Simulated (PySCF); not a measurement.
Cd(Cl)2 anion (CdCl2), SMILES [Cd]([Cl])[Cl] (connectivity only; charge and spin as stated), charge -1, multiplicity 2. Atoms are numbered in the order given.

```xyz
3

Cd     0.0000     0.0000    -0.5166
Cl     0.0000     2.2376     0.7293
Cl     0.0000    -2.2376     0.7293
```
Charge -1, spin multiplicity 2.

Geometry: B3LYP-D3(BJ)/def2-SVPD. The spin state was assumed, not searched. The isomer is the one that the SMILES or the coordinates give; other isomers of the formula were not compared. The def2 effective core potentials stand for the cores of Cd; spin–orbit coupling is left out.

Level of theory: PBE0/def2-TZVPD (PySCF).

Mulliken values depend strongly on the basis, most of all with diffuse functions as here. ESP charges are fitted to the potential on shells at 1.4 to 2.0 van der Waals radii. Atomic charges (e):

| atom | Mulliken | ESP fit | Mulliken spin |
|---|---|---|---|
| Cd1 | 0.26 | 0.13 | 0.90 |
| Cl2 | -0.63 | -0.56 | 0.05 |
| Cl3 | -0.63 | -0.56 | 0.05 |
